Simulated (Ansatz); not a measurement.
Species: sum formula H8Si3NO, net charge -1, singlet state. It need not be the lowest isomer of its formula. Whether it binds its extra electron was not tested at this geometry. 
Geometry from a B3LYP-D3(BJ)/def2-TZVP (Ansatz, an electronic-structure program) optimisation:
SMILES: O([SiH2-])[SiH2]N[SiH3]
```xyz
13

Si     0.1305    -0.0836    -0.6059
N     -1.4119     0.6057    -0.1201
Si    -2.8403    -0.2319     0.2987
O      1.2809     0.3107     0.4345
Si     3.0367    -0.0361     0.3104
H     -0.1926    -1.5397    -0.6810
H      0.4344     0.3924    -1.9829
H     -1.3929     1.5902     0.1047
H     -3.8719     0.7574     0.7228
H     -3.4168    -1.0040    -0.8365
H     -2.6850    -1.2088     1.4115
H      3.2770     0.6436    -1.0631
H      2.9068    -1.4345    -0.3558
```
Charge -1, spin multiplicity 1.

Basis-set convergence of Hartree-Fock and CCSD(T) correlation energies (hartree) with Ansatz. Correlated levels leave the core frozen unless marked. Spin-orbit coupling is left out. No relativistic terms. This anion needs diffuse functions, which these sets lack.

```
basis        functions        E(HF)  E(corr, CCSD(T))
-----------  ---------  -----------  ----------------
cc-pV(D+d)Z        137  -1000.88765          -0.75157
cc-pV(T+d)Z        289  -1000.98635          -0.92914
cc-pV(Q+d)Z        542            ?                 ?
```

Q: Complete the blanks.

A: 
- cc-pV(Q+d)Z, E(HF): -1001.01104
- cc-pV(Q+d)Z, E(corr, CCSD(T)): -0.98697
